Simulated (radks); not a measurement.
Spherical quantum dot in the effective-mass picture: electrons in a hard-walled sphere of radius 1.44, with a point charge +2 (a donor) at the centre, all in effective atomic units (hartree* = m*/eps^2 hartree, bohr* = eps/m* bohr), one dielectric constant everywhere. Calculated with a radial shooting solver with Libxc functionals: non-relativistic Kohn-Sham, LDA (Slater exchange, Perdew-Wang correlation), spin-polarised, spherical densities. Levels are named by radial order and angular momentum (1s, 1p, 1d, 2s, ...), and open shells are averaged over m.

N = 10, configuration 1s2 1p6 1d(up 2, down 0). This is the lowest configuration that the search found. Occupied and some empty levels:

| level | occupation | eigenvalue (hartree*) | <r> (bohr*) |
|---|---|---|---|
| 1s up | 1 | 8.8746 | 0.6757 |
| 1s down | 1 | 8.9612 | 0.6706 |
| 1p up | 3 | 11.625 | 0.8703 |
| 1p down | 3 | 11.748 | 0.8688 |
| 1d up | 2 | 14.630 | 0.9498 |
| 1d down | 0 | 14.763 | 0.9494 |
| 2s up | 0 | 14.813 | 0.7013 |
| 2s down | 0 | 14.890 | 0.7046 |
| 1f up | 0 | 18.253 | 1.002 |
| 1f down | 0 | 18.389 | 1.002 |
| 2p up | 0 | 20.826 | 0.7563 |
| 2p down | 0 | 20.907 | 0.7565 |

Energy (hartree*): total 67.1434, kinetic 50.618, external -27.474, Hartree 52.867, exchange-correlation -8.8680.

Electron density:

| r (bohr*) | n(r) (e/bohr*^3) |
|---|---|
| 0.0353 | 3.614 |
| 0.143 | 2.554 |
| 0.251 | 2.054 |
| 0.359 | 1.869 |
| 0.467 | 1.844 |
| 0.575 | 1.871 |
| 0.683 | 1.863 |
| 0.791 | 1.756 |
| 0.899 | 1.516 |
| 1.01 | 1.151 |
| 1.11 | 0.7268 |
| 1.22 | 0.3398 |
| 1.33 | 0.08352 |
| 1.44 | 0.00005493 |
